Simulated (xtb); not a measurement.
CHBClNO2, SMILES O=C=NB(O)Cl. All values are semi-empirical tight-binding results from xtb (GFN2-xTB unless named), good for trends rather than for accurate numbers. Geometry: GFN2-xTB. The structure was generated by enumeration, and PubChem lists no compound with its InChIKey, so it may never have been made. Other conformers were not sampled.

Optimised geometry:

Bonds (Å): B1–Cl2 1.743, B1–N3 1.407, B1–O6 1.331, N3–C4 1.190, C4–O5 1.150, O6–H7 0.958. Angles (°): Cl2–B1–N3 117.2, Cl2–B1–O6 122.6, N3–B1–O6 120.3, B1–N3–C4 163.0, N3–C4–O5 175.4, B1–O6–H7 118.2.

**Question.** Estimate the properties. (Estimate from the structure and the level; the computed values follow.)

**Answer.** 
```json
{
  "point_group_as_xtb_finds_it": "Cs",
  "orbital_gap": "4.90 eV",
  "dipole_moment": "2.48 D",
  "zero_point_energy": "20.3 kcal/mol",
  "G − E(el) at 298.15 K (modified RRHO)": "0.6 kcal/mol",
  "static polarisability (D4 model)": "52.1 bohr³",
  "solvation energy, GFN2-xTB/ALPB(water)": "-6.1 kcal/mol",
  "solvation energy, GFN2-xTB/ALPB(toluene)": "-5.7 kcal/mol"
}
```

**Question.** Give the atomic charges and the Wiberg bond orders between heavy atoms. (An estimate is asked for; the answer gives what the named calculation found.)

**Answer.** charges (e) B1 0.49, Cl2 -0.27, N3 -0.24, C4 0.34, O5 -0.23, O6 -0.42, H7 0.34. Bond orders B1–Cl2 1.00, B1–N3 1.09, N3–C4 1.95, N3–O5 0.36, C4–O5 1.94, B1–O6 1.26.
